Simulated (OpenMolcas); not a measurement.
Levels of Ho2+ by method

```
Program             : OpenMolcas 26.06
Basis               : ANO-R1 [7s5p3d2f]
Scalar Hamiltonian  : X2C, finite nucleus
Active space        : 11 electrons in 7 orbitals (4f)
State averaging     : 2S+1 = 4 odd, 35 roots; 2S+1 = 2 odd, 112 roots (96 in the spin-orbit step)
Spin-orbit coupling : state interaction with AMFI integrals over the reference wave functions, term energies averaged over their components
```

Methods on the same reference wave functions:
A. CASSCF
B. SS-CASPT2, IPEA 0.25 Eh, imaginary shift 0.1 Eh (closed shells correlated: 5s 5p)
C. MS-CASPT2, IPEA 0.25 Eh, imaginary shift 0.1 Eh (closed shells correlated: 5s 5p)
D. XMS-CASPT2, IPEA 0.25 Eh, imaginary shift 0.1 Eh (closed shells correlated: 5s 5p)

Energies in cm⁻¹ above 4f¹¹ ⁴I°_15/2, the measured ground level; measured values from Martin, Zalubas and Hagan, Atomic Energy Levels: The Rare-Earth Elements, NSRDS-NBS 60 (1978); whole-number values converted from NIST levels in rydberg listed in Nahar, Atoms 12, 24 (2024).

```
                  Level      A      B      C      D  Measured
          4f¹¹ ⁴I°_15/2    0.0    0.0    0.0    0.0       0.0
          4f¹¹ ⁴I°_13/2   5536   5560   5560   5550      5439
          4f¹¹ ⁴I°_11/2   9073   8950   8950   9000      8644
    4f¹¹ ⁴I°_9/2 [74 %]  11593  11300  11300  11420     10770
    4f¹¹ ⁴F°_9/2 [64 %]  17379  15510  15510  15890     13330
4f¹¹ ²H°_11/2(1) [70 %]  20358  18930  18930  19280     16891
           4f¹¹ ⁴S°_3/2  21443  19080  19120  19370          
           4f¹¹ ⁴F°_7/2  22650  20530  20520  20900     17867
           4f¹¹ ⁴F°_5/2  24490  22260  22260  22620     19375
    4f¹¹ ⁴F°_3/2 [70 %]  24807  22550  22550  22910          
          4f¹¹ ²K°_15/2  29073  27470  27470  27820          
          4f¹¹ ⁴G°_11/2  29710  26980  26980  27170          
    4f¹¹ ²G°_7/2 [67 %]  29892  27840  27840  28270          
          4f¹¹ ²K°_13/2  33813  32150  32150  32520          
    4f¹¹ ⁴G°_7/2 [73 %]  36495  33760  33760  33940          
           4f¹¹ ²P°_1/2  36557  33510  33510  34050          
           4f¹¹ ⁴G°_5/2  37158  34120  34120  34210          
        4f¹¹ ²D°_5/2(1)  37866  35150  35150  35490          
   4f¹¹ ²I°_11/2 [73 %]  45616  42360  42360  42910          
    4f¹¹ ⁴D°_5/2 [54 %]  45655  41240  41240  41540          
          4f¹¹ ²L°_17/2  45897  43110  43110  43420          
          4f¹¹ ²I°_13/2  47129  44090  44090  44610          
           4f¹¹ ⁴D°_7/2  47348  42800  42800  42700          
    4f¹¹ ⁴D°_3/2 [74 %]  49753  45290  45290  45360
```

Deviations, from unrounded energies. A percentage is the sum of absolute deviations over the sum of measured energies, with the sign that they share, or ± where signs differ.

```csv
Against measurement,Levels,A,B,C,D
mean absolute deviation (cm-1),7,2700,1500,1500,1800
fine structure of the ground term (%),3,+5.4,+3.8,+3.8,+4.5
other terms of the ground configuration (%),4,+25.8,+14.5,+14.5,+16.6
```

B, C lie about equally close to measurement and A furthest from it. The largest miss of C in the table is 4f¹¹ ⁴F°_5/2, by +2900 cm-1. The ranking rests on the paired levels alone, and a cruder setting can come out closer through cancelling errors.

Among B to D the level of the table that moves most is 4f¹¹ ²I°_11/2 [73 %], by 550 cm-1 (lowest in B, highest in D). Moves below CASPT2's spread within the term are not significant.

The mean deviations of B to D differ by less than CASPT2's widest spread within a term (740 cm-1), so their order carries little weight.

From A to B the spin-free energies of the other terms of 4f¹¹ shown, above ⁴I°, scale by factors of 0.86 to 0.93, as is usual when dynamic correlation screens the repulsion within a d or f shell.

The lowest spin-free term lies below A's lowest term by 0.523 hartree in B, 0.523 hartree in C, 0.528 hartree in D.

CASPT2 breaks the degeneracy within a term, and the mean is taken; among the terms shown or strongly mixed into the levels shown the widest spread is 740 cm-1 (4f¹¹ ²I°, D). High states are left out of the spin-orbit mixing, which shifts the levels that they would mix with. Some levels mix across a computed gap that differs much from the measured one, so their mixing is not that of the real levels. The CASPT2 spread within a term exceeds the gap to the next term for 4f¹¹ ²K° and 4f¹¹ ⁴G°, 4f¹¹ ²L° and 4f¹¹ ⁴D°, so the order of their levels is uncertain (figures for B; the like holds for C, D). Without dynamic correlation excited terms often stand tens of per cent too high (terms of higher spin than the ground term too low), and those without a measured partner can miss by more than the paired ones (holds for A). Some terms miss by over 15 % even with CASPT2, which points to a basis or an active space too small for the shells correlated (holds for B; C; D). Blocks of more than 70 roots (2S+1 = 2 odd) ran without multistate coupling (holds for C). Measured partners are found by configuration, term and J. A level has none where our copy of the source lacks it or the pairing is in doubt (some pairs that miss far off the trend of their configuration count as doubtful), and it then counts in no deviation. Only configurations of the active space appear. Levels that lie high or do not pair safely by name in every column are left out.

A share in square brackets marks a mixed level and gives the weight of the term that names it, the lowest over the columns. A number in round brackets counts repeated terms of one configuration in the order of the reference energies. ° marks odd parity.
